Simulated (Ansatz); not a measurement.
Ideal-gas functions of FHSSn, SMILES `[F][Sn][SH]` at 500 K and 1 bar, from an Ansatz frequency run at PBE0-D4/def2-TZVP.

Molar mass 170.78 g/mol, point group Cs (symmetry number 1), electronic degeneracy 1, moments of inertia 61.31, 163.384, 224.694 u Å². Harmonic wavenumbers (cm⁻¹, unscaled): 157, 327, 343, 566, 598, 2701.

Use S(trans) = R[1.5 ln M + 2.5 ln T − 1.1517]; rotational temperatures θ = 24.2544 K / I; S(rot) = R[ln(√π/σ · √(T³/θAθBθC)) + 1.5]; for each mode x = 1.438777 ν̃/T, S = R[x/(eˣ − 1) − ln(1 − e⁻ˣ)] and H = RT x/(eˣ − 1); 1 cm⁻¹ = 0.0119627 kJ/mol; R = 8.31446 J/(mol·K).

By hand: the entropy, in J/(mol·K).

Translation 183.7. Rotation: θ = 0.3956, 0.1485, 0.1079 K, giving 115.8. Vibration, mode by mode: 14.99, 9.12, 8.75, 5.12, 4.76, 0.03, in all 42.8. Electronic 0.0. Sum 342.3 J/(mol·K).

By hand: H − E and G − E in kJ/mol, counted from the electronic energy.

Zero-point energy ½ × 4692 × 0.0119627 = 28.1; thermal vibration 11.5; translation, rotation and pV give 4 RT = 16.6. H − E = 56.2 kJ/mol, and G − E = 56.2 − 500 × 342.3/1000 = -114.9 kJ/mol.

Vibration gives 13 % of the entropy. The sum counts one conformer and one mirror image; others add a mixing term.
